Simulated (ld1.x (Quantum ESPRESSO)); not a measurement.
# Which setting gave this result? (Xe, ultrasoft)

Base potential:

```
Element                 : xenon (Xe)
Generator               : ld1.x (Quantum ESPRESSO) 7.5
Type                    : ultrasoft
Functional              : LDA (PZ)
Relativity              : scalar-relativistic
Frozen core             : [Kr]
Valence charge          : 18
Reference configuration : 4d10 5s2 5p5 (charge +1)
Partial waves           : 5s (bound): rcut 1.55, rcutus 1.65 bohr; 5s channel at -1.1 Ry: rcut 1.55, rcutus 1.65 bohr; 5p (bound): rcut 1.40, rcutus 1.80 bohr; 5p channel at 1.15 Ry: rcut 1.40, rcutus 1.80 bohr; 4d (bound): rcut 1.10, rcutus 1.35 bohr; 4d channel at -4.35 Ry: rcut 1.10, rcutus 1.35 bohr
Local potential         : all-electron potential smoothed inside 1.55 bohr (lloc = -2)
Core correction         : none
Augmentation charge     : built from norm-conserving waves at rcut, not smoothed further
```

Cutoffs, loose and tight: the cutoffs (Ry, on a coarse ladder) from which the occupation-weighted sum of valence levels, in a spherical-Bessel basis at the reference potential, stays within 10 and 1 mRy of its value at 400 Ry. They do not see the model core or the augmentation charge, which bear on the density cutoff. Test errors are all-electron minus pseudo excitation energies from the reference, over the configurations 4d10 5s2 5p6; 4d10 5s2 5p4; 4d10 5s2 5p3; 4d10 5s2 5p5.5; 4d10 5s2 5p2; 4d10 5s1 5p6; 4d9 5s2 5p6 (two spin-polarised tests are not counted in the largest error); variants that change the core or the reference have their own tests. The largest error is taken over the tests solved by every variant that gives reliable tests at all, those not shown here included: 4d10 5s1 5p6; 4d10 5s2 5p2; 4d10 5s2 5p4; 4d10 5s2 5p5.5; 4d10 5s2 5p6.

Only the scale of all radii (base = 1) is moved (5 further runs of the sweep failed or gave no value and are left out):

```tsv
scale of all radii (base = 1)	cutoff, loose	cutoff, tight	bound ghosts	largest test error (meV)
0.96	100 Ry	160 Ry	none	-26
1.05	80 Ry	140 Ry	none	-5.0
1.1	70 Ry	120 Ry	none	+7.0
1.26	40 Ry	70 Ry	none	+14
```

One more run gave cutoff, loose: 60 Ry; cutoff, tight: 100 Ry; bound ghosts: none; largest test error (meV): +12. Which value of the scale of all radii (base = 1) was used?

1.18. The loose cutoff moves one way along this sweep, from 100 Ry at 0.96 to 40 Ry at 1.26, which places the run between 1.1 and 1.26.
